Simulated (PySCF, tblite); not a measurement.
1-chloropentafluorobenzene, C6ClF5.
Atom-mapped SMILES: `[F:1][c:2]1[c:3]([F:4])[c:5]([F:6])[c:7]([Cl:8])[c:9]([F:10])[c:11]1[F:12]`

The geometry is computed with GFN2-xTB (gas phase).

(1) List the bond lengths and angles at this level.

Results:

(1) 
| bond | length (Å) | order |
| --- | --- | --- |
| F1–C2 | 1.331 | single |
| C2–C3, C2–C11 | 1.393 | aromatic |
| C3–F4, C11–F12 | 1.331 | single |
| C3–C5, C9–C11 | 1.392 | aromatic |
| C5–F6, C9–F10 | 1.331 | single |
| C5–C7, C7–C9 | 1.395 | aromatic |
| C7–Cl8 | 1.714 | single |

Bonds in one row agree within 0.01 Å and their mean is given. Orders are formal, as drawn. A selection of angles:
| angle | degrees |
| --- | --- |
| F1–C2–C3 | 120.2 |
| C3–C2–C11 | 119.6 |
| C2–C3–F4 | 120.0 |
| C2–C3–C5 | 119.9 |
| F4–C3–C5 | 120.1 |
| C3–C5–F6 | 119.3 |
| C3–C5–C7 | 121.0 |
| F6–C5–C7 | 119.7 |
| C5–C7–Cl8 | 120.7 |
| C5–C7–C9 | 118.5 |

The 6-membered ring C2–C3–C5–C7–C9–C11 has internal angles of 118.5° to 121.0° (sum 720°, against 720° for a flat polygon); it is planar, 0.00 Å rms from its mean plane, widest ring torsion 0°. All 6 C–C bonds measure 1.392 to 1.395 Å. All 5 C–F bonds measure 1.331 Å. The 12 heavy atoms lie in one plane (0.000 Å rms).

Point group: C2v (every atom within 0.08 Å of its image). Its GFN2-xTB frequencies are all real (lowest 95 cm⁻¹).
